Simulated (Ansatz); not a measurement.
Stepwise reaction of `[OH][Ga]([OH])[F]` with hydrogen fluoride, as a gas-phase model of exchange steps in deposition or etching. ΔE in kJ/mol; ΔG adds harmonic PBE0-D4 terms to CCSD(T)/CBS, at 1 bar.

Calculated with Ansatz (gas phase, PBE0-D4/def2-TZVP geometries, no zero-point term in ΔE). CBS: MP2 limit from def2 TZ/QZ plus the TZ coupled-cluster correction, frozen cores. This one scheme is used for every species. DFT in def2-TZVPP. B3LYP here is the variant with VWN-RPA as its local correlation; programs differ in this. For Ga outer-core shells are correlated without core-valence functions, which leaves a few kJ/mol of doubt a bond. Scalar relativity is left out up to krypton. One conformer a species, not always the lowest.

| step | reaction | PBE-D4 | B3LYP-D4 | ωB97M-V | CCSD(T)/CBS | ΔG(400 K) |
| --- | --- | --- | --- | --- | --- | --- |
| 2 | `[OH][Ga]([F])[F]` + H–F → `[F][Ga]([F])[F]` + H₂O | -14.3 | -16.1 | -16.7 | -11.5 | -7.9 |

(1) Give the row of step 1, `[OH][Ga]([OH])[F]` + H–F → `[OH][Ga]([F])[F]` + H₂O. (Estimate.)

(2) By hand: ΔE of the 2 steps together at CCSD(T)/CBS.

## Answers

(1) The calculation gave: 
```
step                                              reaction  PBE-D4  B3LYP-D4  ωB97M-V  CCSD(T)/CBS  ΔG(400 K)
   1  `[OH][Ga]([OH])[F]` + H–F → `[OH][Ga]([F])[F]` + H₂O   -20.1     -21.7    -21.9        -16.3      -18.5
```

(2) (-16.3) + (-11.5) = -27.8 kJ/mol, or -13.9 kJ/mol a step.

In ΔE the steps differ by no more than 4.8 kJ/mol. All are downhill at CCSD(T)/CBS. ΔG lies between -18.5 and -7.9 kJ/mol a step. PBE-D4 differs from CCSD(T)/CBS by -3.8 to -2.8 kJ/mol a step. Isolated molecules leave out the surface, adducts and barriers. Largest T1 diagnostic: 0.015.
